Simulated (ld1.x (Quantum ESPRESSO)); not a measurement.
# Before and after: RRKJ potential for carbon

- Element: C (Z = 6)
- Generator: ld1.x (Quantum ESPRESSO) 7.5
- Type: norm-conserving RRKJ (Kleinman–Bylander form)
- Functional: PBE
- Relativity: non-relativistic
- Frozen core: [He]
- Valence charge: 4
- Reference configuration: 2s2 2p0.5 (charge +1.5)
- Partial waves: 2s (bound): rc 1.00 bohr; 2p (bound): rc 1.85 bohr; 3d channel at 0.25 Ry: rc 1.55 bohr
- Local potential: all-electron potential smoothed inside 1.10 bohr (lloc = -1)
- Core correction: Bessel-smoothed model core inside 0.50 bohr

Change: wave 2s (bound): rc 1.00 bohr becomes 2s (bound): rc 1.48 bohr.

Cutoffs: the cutoffs (Ry, on a coarse ladder) from which the occupation-weighted sum of valence levels, in a spherical-Bessel basis at the reference potential, stays within 10 and 1 mRy of its value at 400 Ry; they do not see the model core or the augmentation charge, which bear on the density cutoff. Errors are all-electron minus pseudo energies relative to the spin-unpolarised reference configuration.

How do hardness, ghosts and transferability respond?

The potential gets softer (50 Ry and 80 Ry → 40 Ry and 50 Ry); the errors of the 7 common tests hardly move; neither file shows a bound ghost. A larger radius leaves more room for a smooth pseudo-wave, so fewer plane waves are needed.

| quantity | base | changed |
| --- | --- | --- |
| cutoff, loose | 50 Ry | 40 Ry |
| cutoff, tight | 80 Ry | 50 Ry |
| loose cutoff by channel (10 mRy a level) | s 45 Ry, p 30 Ry | s 35 Ry, p 30 Ry |
| bound ghosts | none | none |
| error for 2s2 2p2, meV [ΔE -21.10 eV] | +83 | +84 |
| error for 2s2 2p1, meV [ΔE -10.23 eV] | +20 | +20 |
| error for 2s2 2p0, meV [ΔE 13.93 eV] | +38 | +38 |
| error for 2s2 2p2.3, meV [ΔE -22.26 eV] | +92 | +93 |
| error for 2s1 2p3, meV [ΔE -12.64 eV] | +141 | +146 |
| error for 2s0 2p4, meV [ΔE -4.15 eV] | +199 | +211 |
| error for 2s1 2p2, meV [ΔE -1.50 eV] | +64 | +68 |
| s: phases at 1.99 bohr within 0.05 rad from the reference energy up to (Ry; the scan ends near 5) | 2.1 | 2.0 |
| p: phases at 1.99 bohr within 0.05 rad from the reference energy up to (Ry; the scan ends near 5) | 1.3 | 1.3 |
| d: phases at 1.99 bohr within 0.05 rad from the reference energy up to (Ry; the scan ends near 5) | to the end of the scan | to the end of the scan |
